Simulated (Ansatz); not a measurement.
Consider the ligand exchange at a B–Se bond: `B[Se][SiH2]Cl` + `N[SiH]1CN1` → `BN[SiH]1CN1` + `Cl[SiH2][SeH]`.

Isolated molecules relaxed with PBE0-D4/def2-TZVP in Ansatz; ΔE leaves out vibrations. CCSD(T)/CBS adds triple-zeta CCSD(T) − MP2 to the extrapolated MP2 energy (def2 sets, frozen cores). DFT in def2-TZVPP. B3LYP here is the variant with VWN-RPA as its local correlation; programs differ in this. For Se outer-core shells are correlated without core-valence functions, which leaves a few kJ/mol of doubt a bond. Scalar relativity is left out up to krypton. Each species was taken in one conformer, which may not be the lowest.

```csv
level,ΔE (kJ/mol),difference from CCSD(T)/CBS
r2SCAN-D4,-45.3,-1.2
r2SCAN,-45.4,-1.3
B3LYP,-52.3,-8.2
MP2/def2-TZVPP,-42.9,1.2
CCSD/def2-TZVPP,-48.6,-4.5
CCSD(T)/def2-TZVPP,-46.8,-2.7
MP2/def2-QZVPP,-41.6,2.5
SCS-MP2/def2-QZVPP,-45.8,-1.7
HF/CBS(def2),-56.3,-12.2
CCSD/CBS(def2),-45.9,-1.8
CCSD(T)/CBS,-44.1,0
```

Largest T1 diagnostic among the species: 0.013.

In def2-TZVPP, CCSD(T) changes the Hartree–Fock value by +8.8 kJ/mol (the triples alone add +1.8 kJ/mol) and MP2 by +12.7 kJ/mol.
